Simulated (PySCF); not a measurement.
How methods differ on the ionisation energy of Rh²⁺

Rh²⁺ [Kr] 4d7 (4F) → Rh³⁺ [Kr] 4d6 (5D), as a difference of total energies. All numbers are calculated (PySCF 2.14, scalar relativity by spin-free X2C-1e, in ANO-RCC-VDZP (6s5p3d1f, 43 functions)). Correlated levels: valence: [Kr] frozen. The calculations carry no spin-orbit coupling.

```csv
method,ionisation energy (eV)
UHF,29.549
MP2 (valence),30.724
SCS-MP2 (valence),30.795
CCSD (valence),30.687
CCSD(T) (valence),30.702
CCSDT (valence),30.704
```

A first-order spin-orbit estimate (lowest level to lowest level, LS coupling) adds 0.070 eV.

Errors of the correlated levels include the incompleteness of this basis and the frozen core.

Task: Which method comes closest to the reference value, and which is furthest?

Result: The reference is 31.06 eV (semi-empirical (NIST evaluation); NIST Atomic Spectra Database, ionization energies). Closest: SCS-MP2 (valence) (error -0.195 eV); furthest: UHF (error -1.442 eV), both after the spin-orbit estimate.
